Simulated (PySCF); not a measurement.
AuCl₄, SMILES [Cl][Au-]([Cl])([Cl])[Cl], charge -1, multiplicity 1. Geometry optimised at PBE0-D3(BJ)/def2-SVPD. The spin state was assumed, not searched. The isomer is the one that the SMILES or the coordinates give; other isomers of the formula were not compared. The def2 effective core potentials stand for the cores of Au; spin–orbit coupling is left out.

Q: Give the equilibrium geometry at PBE0-D3(BJ)/def2-SVPD (PySCF confirms it by a frequency run) as a Z-matrix, and its point group. (The exact figures need the calculation; the answer reports its results.)

A: point group D4h.
```
Au
Cl 1 2.3277
Cl 1 2.3277 2 90.00
Cl 1 2.3277 3 90.00 2 180.00
Cl 1 2.3277 2 90.00 3 180.00
```
Charge -1, spin multiplicity 1.
